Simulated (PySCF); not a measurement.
## Exercise with solution: dipole moment from atomic charges

Be(SH)2 (BeH2S2), SMILES [SH][Be][SH]. Atoms are numbered in the order given.

```xyz
5

Be     0.0000     0.0000     0.0331
S     -0.0582     1.9020     0.0519
H      0.8945     1.9800    -0.8965
S      0.0582    -1.9020     0.0519
H     -0.8945    -1.9800    -0.8965
```
Charge 0, spin multiplicity 1.

Geometry optimised at r2SCAN-D4/def2-TZVP. One conformer was computed; it need not be the lowest.

Charges (e) from CAM-B3LYP/def2-TZVPD (PySCF):

| atom | ESP fit | IAO |
|---|---|---|
| Be1 | 0.417 | 1.409 |
| S2 | -0.343 | -0.803 |
| H3 | 0.135 | 0.099 |
| S4 | -0.343 | -0.803 |
| H5 | 0.135 | 0.099 |

The dipole moment of the full density is 0.97 D.

What dipole moment does each set of point charges give, and which comes closer to that of the density?


μ = Σ q r, and 1 e Å = 4.8032 D.
ESP fit: Σ q r = (0.000, 0.000, -0.264) e Å, |μ| = 1.27 D.
IAO: Σ q r = (0.000, 0.000, -0.214) e Å, |μ| = 1.03 D.
IAO comes closer in size. Point charges leave out the atoms' own dipoles (lone pairs, polarised bonds); fits to the potential absorb them, partitions of the density don't.
